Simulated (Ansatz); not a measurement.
Process, species as SMILES: CCCCCCO -> CCCCCC[O] + H atom (the H-O bond at the site shown breaks; other sites are not compared here)
Geometries: B3LYP-D3(BJ)/def2-TZVP minima from Ansatz (an electronic-structure program), one conformer each, not searched for the lowest.
Geometry of the first species:
SMILES: CCCCCCO
```xyz
21

C      3.8070    -0.0284     0.1089
C      2.4584    -0.7376     0.0279
C      1.2737     0.2249     0.0534
C     -0.0804    -0.4745    -0.0274
C     -1.2626     0.4911     0.0037
C     -2.6062    -0.2167    -0.0872
O     -3.7154     0.6725     0.0000
H      3.9393     0.6608    -0.7287
H      3.8899     0.5535     1.0301
H      4.6351    -0.7391     0.0888
H      2.4142    -1.3380    -0.8867
H      2.3652    -1.4440     0.8592
H      1.3659     0.9328    -0.7781
H      1.3163     0.8260     0.9685
H     -0.1703    -1.1826     0.8037
H     -0.1221    -1.0745    -0.9433
H     -1.2404     1.0833     0.9231
H     -1.1743     1.2004    -0.8285
H     -2.7241    -0.9088     0.7487
H     -2.6565    -0.8093    -1.0105
H     -3.6542     1.3069    -0.7222
```
Charge 0, spin multiplicity 1.

Property: bond dissociation energy (electronic energy difference), in kcal/mol. Valence correlation only, unless marked. UHF or UKS for open shells. Spin-orbit coupling is left out. No relativistic terms. Basis-set limits of correlation are two-point, X^-3; Hartree-Fock from the larger set. The bracket is a focal-point correction in the basis named.

```csv
level,program,bond dissociation energy (kcal/mol)
r2SCAN-D3(BJ)/def2-TZVPD,Ansatz + dftd3,?
B3LYP/def2-TZVPD,Ansatz,106.7
PBE0/def2-TZVP,Ansatz,105.3
HSE06/def2-TZVPD,Ansatz,?
CAM-B3LYP-D3(BJ)/def2-TZVPD,Ansatz + dftd3,108.4
CAM-B3LYP/def2-TZVPD,Ansatz,108.1
wB97M-V/def2-TZVPD,Ansatz,?
"RI-MP2/CBS(cc-pVTZ,cc-pVQZ)+[CCSD(T)-MP2]/cc-pVTZ",Ansatz,114.1
```

Question: Some entries are withheld; supply them.

Answer: 
- r2SCAN-D3(BJ)/def2-TZVPD, bond dissociation energy (kcal/mol): 105.1
- HSE06/def2-TZVPD, bond dissociation energy (kcal/mol): 105.8
- wB97M-V/def2-TZVPD, bond dissociation energy (kcal/mol): 109.8
